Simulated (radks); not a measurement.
Problem. These are the eigenvalues of the occupied orbitals of an atom or ion with whole-number occupations (hartree). Method: scalar-relativistic Kohn-Sham, PBEsol, spin-polarised, spherical densities, finite nucleus; Fermi nuclear charge, rms radius of each element as measured or else 0.836 A^(1/3) + 0.57 fm; computed with a radial shooting solver on a logarithmic mesh with Libxc functionals.

orbital  eigenvalue
1s up     -766.4365
1s down   -766.4356
2s up     -109.3859
2s down   -109.3628
2p up     -97.92195
2p down   -97.90416
3s up     -19.06709
3s down   -19.05293
3p up     -15.30595
3p down   -15.29012
3d up      -9.21582
3d down    -9.19290
4s up      -2.77276
4s down    -2.65570
4p up      -1.74759
4p down    -1.62035
4d up      -0.33002
5s up      -0.24408
5p up      -0.09030

Which element is it, and in what charge state? The configuration may be excited. Open shells, if any, are filled with parallel spins first.

Solution. Z = 43, technetium, charge 0: Tc in [Kr] 4d5 5s1 5p1. The list shows which subshells hold electrons but not how many an open one holds; the 1s level, -766.44 hartree, gives Z - s = 39.2 by -(Z - s)^2/2, which with screening and relativity narrows Z to a few neighbours, and the depths of the outer levels then fix element, charge and occupations together.
